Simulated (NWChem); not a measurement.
# Relativistic effects in H$_{2}$Pb

```xyz
3

Pb     0.0000     0.0000    -0.0312
H      1.3092     0.0000     1.2811
H     -1.3092     0.0000     1.2811
```
Charge 0, spin multiplicity 1.

All runs are NWChem calculations. Structure: optimised with PBE0/def2-SVP with def2 effective core potentials on Pb, a minimum by its harmonic frequencies.

Functional B3LYP, all-electron basis x2c-SVPall-2c, contracted for the X2C Hamiltonian and used here with ZORA. The ion keeps the geometry and has multiplicity 2 in the scalar run; the spin-orbit run starts from the same electron counts.

Relative cost: rough, from shared machines, SCF included, scalar ZORA = 1.

B3LYP has NWChem's definition, with VWN1-RPA local correlation. The structure started from a generated list of species. The stability of the SCF solutions was not checked.

| Hamiltonian | ΔSCF ionisation energy (eV) | HOMO (eV) | LUMO (eV) | gap (eV) | relative cost |
|---|---|---|---|---|---|
| scalar ZORA | 9.10 | -6.55 | -3.15 | 3.41 | 1 |
| spin-orbit ZORA | [?] | [?] | [?] | [?] | under 3 |

Problem. Fill in the missing entries.

Solution. 
- spin-orbit ZORA, ΔSCF ionisation energy (eV): 9.15
- spin-orbit ZORA, HOMO (eV): -6.56
- spin-orbit ZORA, LUMO (eV): -3.09
- spin-orbit ZORA, gap (eV): 3.47
